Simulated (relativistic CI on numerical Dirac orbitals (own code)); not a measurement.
**Fe4+ in a cubic cluster: 3s photoemission with charge transfer**

Computed with a charge-transfer multiplet model of a cubic metal-ligand cluster with up to 2 ligand holes, Slater and spin-orbit integrals from Dirac-Coulomb-Breit ions, Slater integrals scaled by 0.7. The ground state mixes d4 with configurations of k ligand holes L, whose averages lie at kΔ + k(k − 1)U_dd/2; a core hole lowers each added d electron by U_cd. 300 K, Lorentzian 1.4 eV and Gaussian 0.8 eV FWHM.

Atomic integrals in eV (Slater integrals scaled, ζ unscaled), ground: F2dd 9.078, F4dd 5.706, zeta_d 0.064; with the core hole: F2dd 9.724, F4dd 6.140, zeta_d 0.072, G2cd 9.413.

Cluster parameters (eV): Δ = 0.7, U_cd = 8.2, 10Dq = 0.4, 10Dq(ligand) = 1.1, V(eg) = 1.55, V(t2g) = -0.76, final-state hopping factor = 0.8.

| Case | n_d | d4 | d5L | d6L2 | S |
| --- | --- | --- | --- | --- | --- |
| U_dd = 5.9 eV | 4.80 | 0.26 | 0.68 | 0.06 | 2.00 |
| U_dd = 6.6 eV | 4.79 | 0.26 | 0.69 | 0.05 | 2.00 |
| U_dd = 7.3 eV | 4.78 | 0.27 | 0.69 | 0.05 | 2.00 |

Weights, n_d and S are thermal averages at 300 K. Binding energies count from the first peak over 30 % of the highest in each spectrum, which can be another peak from case to case. The parameters are a model scan and need not match a compound or its usual spin state. Peaks in eV (height, largest 100):
- U_dd = 5.9 eV: 0.0 (100), 5.9 (18), 10.3 (66), 14.5 (28), 23.2 (10)
- U_dd = 6.6 eV: 0.0 (100), 6.1 (18), 10.5 (68), 14.6 (22), 23.0 (10)
- U_dd = 7.3 eV: 0.0 (100), 6.3 (17), 10.6 (71), 13.3 (19), 14.9 (16), 22.8 (9)

Curve for U_dd = 7.3 eV (points under 2 left out, the grid thinned):

```tsv
E (eV)	Intensity
-3.6	4.9
-3.0	6.9
-2.3	11.4
-1.7	20.1
-1.0	46.7
-0.4	88.5
0.2	94.0
0.9	47.0
1.5	23.0
2.2	12.5
2.8	9.0
3.4	7.7
4.1	7.5
4.7	8.2
5.4	11.8
6.0	16.7
6.7	16.2
7.3	13.1
7.9	11.7
8.6	14.6
9.2	23.7
9.9	49.5
10.5	70.5
11.1	55.5
11.8	28.1
12.4	19.0
13.1	18.7
13.7	18.2
14.3	16.3
15.0	16.1
15.6	13.9
16.3	10.0
16.9	8.4
17.6	6.8
18.2	4.7
18.8	3.4
19.5	3.0
20.1	2.9
20.8	2.8
21.4	3.4
22.0	5.6
22.7	9.3
23.3	7.8
24.0	3.8
24.6	2.1
```

For the case U_dd = 7.3 eV, Δ = 0.7 eV is smaller than U_dd = 7.3 eV, the charge-transfer side of the Zaanen-Sawatzky-Allen scheme. With the core hole the average of the configuration with one ligand hole lies at Δ − U_cd = -7.5 eV before mixing: it lies below the unscreened one, so the lowest final states are mostly screened and the unscreened weight appears at higher binding energy as a satellite.

With at most 2 ligand holes the space is cut while the next configuration still counts, so covalency is underestimated, and a final configuration with one more ligand hole, which can lie low, is missing from the spectra.

Without intra-shell correlation the exchange splitting of the 3s hole comes out too large.
